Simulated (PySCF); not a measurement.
A side-by-side comparison of computed properties.

First species: C5H15N2PSi.
SMILES with atom numbers: `[CH3:1][SiH2:2][P:3]1[N:4]([CH3:5])[CH2:6][CH2:7][N:8]1[CH3:9]` (hydrogens: H10, H11, H12 on C1; H13, H14 on Si2; H15, H16, H17 on C5; H18, H19 on C6; H20, H21 on C7; H22, H23, H24 on C9)

Cartesian coordinates in Å at the GFN2-xTB level; atoms count from 1:
```
atom  x, y, z in Å
C1     3.1271    0.5443    0.1729
Si2    1.5503   -0.4411    0.5525
P3     0.2046   -0.1691   -1.2841
N4    -1.1295   -1.1880   -0.9650
C5    -0.9812   -2.6195   -1.0424
C6    -1.8717   -0.7105    0.1879
C7    -1.6900    0.8117    0.2241
N8    -0.7994    1.1541   -0.8722
C9    -0.2406    2.4811   -0.8098
H10    3.4866    0.3352   -0.8305
H11    2.9604    1.6154    0.2445
H12    3.9156    0.2860    0.8713
H13    1.8801   -1.8683    0.6873
H14    1.0610   -0.0335    1.8852
H15   -0.4967   -3.0477   -0.1537
H16   -1.9669   -3.0778   -1.1524
H17   -0.3828   -2.8608   -1.9195
H18   -1.5019   -1.1638    1.1215
H19   -2.9232   -0.9907    0.0675
H20   -1.2773    1.1255    1.1953
H21   -2.6396    1.3365    0.0752
H22    0.3166    2.6670    0.1200
H23    0.4326    2.6175   -1.6551
H24   -1.0459    3.2162   -0.8796
```

Second species: C8H13OP.
InChI=1S/C8H13OP/c1-4-8-6-10(9,5-2)7(8)3/h4-5,7-8H,1-2,6H2,3H3/t7-,8-,10+/m1/s1

Levels: PBE0/pcSseg-1 for HOMO energy, LUMO energy and HOMO–LUMO gap. Geometries: GFN2-xTB. All species are isolated and taken at one optimised geometry, non-relativistic unless stated; the electronic structure was computed with PySCF and density fitting.

The conformers computed, where there is a choice (atom-mapped SMILES and torsion angles):
- `[CH2:1]=[CH:2][C@@H:3]1[CH2:4][P@@:5](=[O:6])([CH:7]=[CH2:8])[C@@H:9]1[CH3:10]`: C1–C2–C3–C4 -133°, C4–P5–C7–C8 -139°

The conformers of `C[SiH2]P1N(C)CCN1C` aren't listed.

```
     property  column X  column Y
  HOMO energy  -5.61 eV  -7.35 eV
  LUMO energy  -0.10 eV  -0.74 eV
HOMO–LUMO gap   5.51 eV   6.61 eV
```

**Question.** Which column belongs to which species?

**Answer.** Column X is the first species and column Y the second. The first has 24 atoms and 88 electrons, the second 23 and 84.

**Question.** How does each property change from the first species to the second?

**Answer.** HOMO energy -1.74 eV; LUMO energy -0.64 eV; HOMO–LUMO gap +1.10 eV.

